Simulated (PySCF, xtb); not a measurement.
W(NH)(S)(OH)(SH) (H3NOS2W), SMILES [NH]=[W]([OH])(=[S])[SH], multiplicity 1. The values are those of a single conformer.

Harmonic wavenumbers (cm⁻¹) from GFN2-xTB (xtb) at its own minimum, in rising order: 112, 131, 143, 148, 187, 212, 296, 389, 475, 483, 517, 522, 550, 645, 922, 2309, 3338, 3546.

### Question
What does PBE0-D3(BJ)/def2-SVP (PySCF) give at its own minimum? (Estimate from the structure and the level; the computed values follow.)

### Answer
137, 153, 186, 216, 233, 312, 337, 391, 529, 568, 610, 653, 683, 739, 1028, 2690, 3642, 3914. Paired by order, the mean absolute difference is 116 cm⁻¹ and the zero-point energies are 21.3 and 24.3 kcal/mol.
